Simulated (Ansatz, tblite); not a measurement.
Forces on the cluster Ca2O⁺ at its B3LYP-D4/def2-TZVP geometry. Total charge 1; doublet.

The xTB rows come from tblite. The structure comes from a short search, and lower isomers may exist.

GFN1-xTB (tblite), largest force 0.53 eV/Å:

```xyz
3
positions Å, forces eV/Å
Ca   -1.938    0.446    0.078    0.515   -0.119   -0.021
Ca    1.937   -0.447   -0.076   -0.515    0.119    0.020
O     0.000    0.001   -0.002   -0.001    0.000    0.001
```

GFN2-xTB (tblite), largest force 0.16 eV/Å:

```
Ca 0.152 -0.035 -0.007
Ca -0.151 0.035 0.005
O -0.001 -0.001 0.002
```

PBE-D4/def2-TZVP (Ansatz), largest force 0.19 eV/Å:

```
Ca 0.187 -0.043 -0.008
Ca -0.186 0.043 0.006
O -0.001 -0.001 0.002
```
